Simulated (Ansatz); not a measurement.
`O=C[NH][GeH3]` + `C#C` → `C#[C][GeH3]` + `NC=O`  (formal exchange of groups at a Ge–N bond)

Isolated molecules relaxed with PBE0-D4/def2-TZVP in Ansatz; ΔE leaves out vibrations. CCSD(T)/CBS adds triple-zeta CCSD(T) − MP2 to the extrapolated MP2 energy (def2 sets, frozen cores). This one scheme is used for every species. Functionals use def2-TZVPP. For Ge outer-core shells are correlated without core-valence functions, which leaves a few kJ/mol of doubt a bond. Scalar relativity is left out up to krypton. One conformer a species, not always the lowest.

```
       level  ΔE (kJ/mol)
     ωB97X-V         -2.0
     ωB97M-V         -2.0
      B2PLYP         -4.3
        BLYP         -7.4
     r2SCANh         -5.8
       BHLYP         -4.9
   CAM-B3LYP         -4.0
MP2/def2-SVP          0.8
```

Task: What does CCSD(T)/CBS give? (Best estimate.)

Result: The calculation gave: -0.2 kJ/mol. The listed levels differ from it by -1.8, -1.8, -4.1, -7.2, -5.6, -4.7, -3.8, 1.0 kJ/mol.

Largest T1 diagnostic among the species: 0.016.

Leaving LDA and LC-ωPBE aside and taking each functional with its dispersion term where it has one, the values, not all of them listed here, spread over 5.7 kJ/mol, from HSE06-D4 to BLYP-D4. LDA lies +3.6 kJ/mol from PBE without D4. The D4 term adds +4.1 kJ/mol with B3LYP and +2.2 kJ/mol with PBE0; it sums over pairs of atoms, weighted by their polarisabilities, and B3LYP, whose exchange is more repulsive, gets the larger term.

B3LYP here is the variant with VWN-RPA as its local correlation; programs differ in this.
